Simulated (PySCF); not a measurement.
# Deuteron quadrupole couplings in `C#C[Si@@H]1C[C@@H]1CF`

C₅H₇FSi.
Atom-mapped SMILES: `[CH:1]#[C:2][Si@@H:3]1[CH2:4][C@@H:5]1[CH2:6][F:7]` (hydrogens: H8 on C1; H9 on Si3; H10, H11 on C4; H12 on C5; H13, H14 on C6)

Cartesian coordinates in Å at the GFN2-xTB level; atoms count from 1:
```xyz
14
C5H7FSi angstrom
C      3.0332    0.5613    0.0979
C      2.0642   -0.1508    0.0641
Si     0.5789   -1.2297    0.0387
C     -0.6814   -0.8323   -1.3066
C     -1.0896   -0.3349    0.0909
C     -1.1790    1.1542    0.2656
F     -1.1413    1.4973    1.6020
H      3.8786    1.1871    0.1217
H      0.7164   -2.5736    0.5665
H     -1.3092   -1.6038   -1.7301
H     -0.4722   -0.0550   -2.0294
H     -1.9443   -0.8435    0.5244
H     -2.1220    1.5596   -0.1250
H     -0.3331    1.6636   -0.2080
```

Level: PBE0/pcSseg-1 (PySCF, non-relativistic); Q(2H) = 0.00286 b; rigid geometry, the same for H and D, with no vibrational averaging.

Question: Rank these positions by the coupling χzz of a deuteron there, largest first.
A. H10 (methylene hydrogen)
B. H8 (alkyne hydrogen)
C. H12 (methine hydrogen)
D. H9 (Si–H hydrogen)
E. H13 (methylene hydrogen)

Answer: B (260 kHz), A (225 kHz), C (217 kHz), E (191 kHz), D (116 kHz).

Q: Give the electric field gradient Vzz (the principal value of largest size), its asymmetry and the 2H coupling at each hydrogen.

A: 
```json
{"atom": "H8", "bonded to": "C1", "bond length (Å)": "1.052", "Vzz (au)": "0.3870", "η": "0.01", "χzz (kHz)": "260"}
{"atom": "H9", "bonded to": "Si3", "bond length (Å)": "1.450", "Vzz (au)": "0.1723", "η": "0.07", "χzz (kHz)": "116"}
{"atom": "H10", "bonded to": "C4", "bond length (Å)": "1.081", "Vzz (au)": "0.3347", "η": "0.07", "χzz (kHz)": "225"}
{"atom": "H11", "bonded to": "C4", "bond length (Å)": "1.082", "Vzz (au)": "0.3324", "η": "0.08", "χzz (kHz)": "223"}
{"atom": "H12", "bonded to": "C5", "bond length (Å)": "1.085", "Vzz (au)": "0.3226", "η": "0.09", "χzz (kHz)": "217"}
{"atom": "H13", "bonded to": "C6", "bond length (Å)": "1.098", "Vzz (au)": "0.2840", "η": "0.07", "χzz (kHz)": "191"}
{"atom": "H14", "bonded to": "C6", "bond length (Å)": "1.095", "Vzz (au)": "0.2850", "η": "0.07", "χzz (kHz)": "192"}
```

Q: Average by the element that carries the hydrogen.

A: on C: 218 kHz over 6 positions, mean bond length 1.082 Å; on Si: 116 kHz over 1 position, mean bond length 1.450 Å.

Q: How does χzz go with the bond length over the 6 C–H bonds?

A: A straight-line fit has a slope of -15.3 kHz for each 0.01 Å, with a correlation coefficient of -0.98, over lengths from 1.052 to 1.098 Å. The longer bonds have the smaller couplings here.

One conformer (not necessarily the lowest) at the GFN2-xTB geometry, without solvent, vibrations or thermal averaging. GFN2-xTB bond lengths can be off by several hundredths of an ångström, more for odd bonds, and the gradients follow them. With a basis this small, the couplings can be 20 % off.
